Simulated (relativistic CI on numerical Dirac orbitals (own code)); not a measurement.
## Hyperfine structure of Ir LXII, mass number 191

Calculated at this level of theory: Dirac-Coulomb-Breit CI, KLI orbitals optimised for each configuration, QED by a radiative potential, unscaled Slater integrals (own radial code, finite nucleus).

Configurations in the expansion (outside the closed core [Ne]): 3s2 3p4, 3s2 3p3 3d, 3s 3p5, 3p6, 3s 3p4 3d, 3s 3p3 3d2, 3p5 3d, 3s2 3p2 3d 4p, 3s 3p3 3d 4s, 3p5 4s, 3s2 3p3 4s, 3p5 4p, 3s2 3p2 3d2, 3s2 3p 3d3, 3s 3p2 3d3, 3s2 3p 3d2 4s, 3p4 3d2, 3p3 3d3, 3p3 3d2 4s, 3s2 3p2 3d 4s, 3s 3p2 3d2 4s, 3s2 3p 3d 4s2. Double excitations out of closed p, d and f shells are left out; levels of such configurations are missing from the list, as are those of other unlisted configurations, and high levels can miss mixing partners.

Nuclear spin I = 3/2, μ = 0.1502 μN, Q = 0.816 b (tables of Stone and Pyykkö). The electronic factors are computed for point nuclear moments, without core polarisation or the Bohr-Weisskopf and QED corrections.

```json
{"Level": "3s2 3p4 3P_2", "E (eV)": "0.000", "A (MHz)": "24540", "B (MHz)": "25900"}
{"Level": "3s2 3p3 3d 3F°_4", "E (eV)": "347.904", "A (MHz)": "12410", "B (MHz)": "451000"}
{"Level": "3s2 3p4 3P_1", "E (eV)": "421.249", "A (MHz)": "-27120", "B (MHz)": "-203000"}
{"Level": "3s2 3p4 1D_2", "E (eV)": "431.375", "A (MHz)": "77050", "B (MHz)": "-432000"}
```

Levels with J = 0, under 50 % of one LS term, or S terms without an open s electron are left out. Small factors come from cancelling terms and can be off by tens of per cent or more.

At this charge energies of transitions that change n are usually good to better than 1 %, and those within a shell (Δn = 0) to a few per cent.

Task: Give the hyperfine levels of 3s2 3p3 3d 3F°_4 relative to its centre of gravity.

Result: With K = F(F + 1) − I(I + 1) − J(J + 1), E = AK/2 + B[¾K(K + 1) − I(I + 1)J(J + 1)]/[2I(2I − 1)J(2J − 1)]: F = 5/2: 128300, F = 7/2: -138200, F = 9/2: -191000, F = 11/2: 187200 MHz.

LS names give the leading component of a level, which can be under half, so a name can repeat, a term be missing and a line seem to break the LS rules.
